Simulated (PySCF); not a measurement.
Se(OH)(GeH3) (GeH₄OSe), SMILES O[Se][GeH3]. Atoms are numbered in the order given.

```xyz
7

Se     0.5722    -0.5250     0.7659
O      0.4942    -1.9343    -0.4439
H      1.2956    -1.8163    -0.9936
Ge    -0.6839     0.9767    -0.5902
H     -0.7993     2.3126     0.1925
H      0.0627     1.1991    -1.9327
H     -2.0851     0.3772    -0.8681
```

The structure is a stationary point at PBE-D3(BJ)/def2-SVP. This is a generated structure with no PubChem entry under its InChIKey; it may be hypothetical. Other conformers were not sampled.

Two levels are set side by side: PBE/pcSseg-1 (PySCF) and PBE0/pcSseg-1 (PySCF). GIAO shifts against GeH4 (⁷³Ge), H2O (¹⁷O), Me2Se (⁷⁷Se), TMS (¹H) at the same level; non-relativistic, no solvent, atoms listed together averaged. Differences are taken from unrounded values.

```json
[
 {"quantity": "δ(⁷⁷Se) of Se1 (ppm)", "PBE0": "1094.4", "PBE": "1143.4", "PBE minus PBE0": "49.0"},
 {"quantity": "δ(¹⁷O) of O2 (ppm)", "PBE0": "-79.5", "PBE": "-60.6", "PBE minus PBE0": "18.9"},
 {"quantity": "δ(¹H) of H3 (ppm)", "PBE0": "0.92", "PBE": "0.86", "PBE minus PBE0": "-0.06"},
 {"quantity": "δ(⁷³Ge) of Ge4 (ppm)", "PBE0": "163.5", "PBE": "178.7", "PBE minus PBE0": "15.1"}
]
```

Rough cost on one machine, each run with all the roots and properties that it gave: PBE0 against PBE within a factor of 2.
